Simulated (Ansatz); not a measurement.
H2SSn (SMILES [SH][SnH]) moved off its minimum; all values from Ansatz (a first-principles code), cores frozen in correlated methods. Elements past Kr take the def2 small-core potentials, without spin–orbit coupling.
(charge 0, multiplicity 1)
```xyz
4

Sn     0.19508    -0.39958     0.39999
H      0.45812    -1.55427    -0.99338
S     -0.40209     1.36681    -1.12844
H     -0.64152     2.43509    -0.22582
```

Question: Give the forces (eV/Å), the total energy and the dipole at CCSD(T)/def2-TZVPPD.

Answer: 
| atom | Fx | Fy | Fz |
|---|---|---|---|
| Sn1 | 0.138 | -0.430 | 0.045 |
| H2 | -0.104 | 0.377 | 0.287 |
| S3 | -0.357 | 1.461 | 0.566 |
| H4 | 0.323 | -1.408 | -0.898 |
Energy -612.3918 hartree, dipole 1.72 D.
